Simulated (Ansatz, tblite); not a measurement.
Cost and result up the ladder for Na₄H₄ (8 atoms). The state is a singlet with charge 0. Geometry: r2SCAN-D4/def2-SVP.

```xyz
8

Na   -1.155    1.228    0.852
Na    0.352   -1.444    1.164
Na   -0.818   -0.646   -1.575
Na    1.622    0.862   -0.442
H    -0.365    1.502   -1.210
H     1.200   -1.277   -0.885
H     0.851    0.672    1.637
H    -1.686   -0.896    0.458
```

Ansatz on 4 threads of Arm Neoverse V2 on a shared host; xTB runs through tblite on one thread. Times are rough, summed over both states, and most runs start from the orbitals of an earlier one. PBE-QIDH/def2-TZVP serves as the yardstick here, not as an exact answer. Differences are given only for rows in sets of like size (and for xTB, whose basis is part of the method), since another set adds its own error. The other state is a triplet at its own geometry, which has other bonds, so the gap mixes isomer and spin.

The xTB rows come from tblite. LC-ωPBE has ω = 0.4 bohr⁻¹. Correlated methods freeze 4 core orbitals; core or outer-core shells of Na are correlated, in sets that lack core-valence functions. In the triplet geometry the species has come apart into loosely held pieces. In the triplet, H6 and H8 lie 0.76 Å apart (atoms count from 1), so H2 has formed as a molecule. The structure comes from a short search, and lower isomers may exist.

Correlated methods converge slowly with the basis.

xTB has no spin-polarisation term.

```csv
level,functions,wall time,triplet − singlet (eV),difference from PBE-QIDH/def2-TZVP (eV),remarks
GFN1-xTB,24,0.004 s,6.07,4.42,–
GFN2-xTB,20,0.005 s,4.13,2.48,–
HF/STO-3G,40,0.2 s,9.73,–,HOMO above zero (triplet)
LDA (SPW92)/def2-TZVP,152,2.1 s,1.81,0.15,–
MP2/def2-TZVP,152,2.7 s,1.58,-0.07,–
revPBE-D4/def2-TZVP,152,3.9 s,1.11,-0.54,–
PBE-D4/def2-TZVP,152,4 s,1.38,-0.28,–
PBE0-D4/def2-TZVP,152,5 s,1.47,-0.18,–
BHLYP-D4/def2-TZVP,152,5.4 s,1.56,-0.09,–
LC-ωPBE/def2-TZVP,152,6.1 s,1.89,0.24,–
PBE-QIDH/def2-TZVP,152,6.7 s,1.65,0.00,–
RPA@PBE/def2-TZVP,152,6.9 s,1.55,-0.11,–
r2SCAN-D4/def2-TZVP (with forces),152,9.7 s,1.67,0.02,–
```
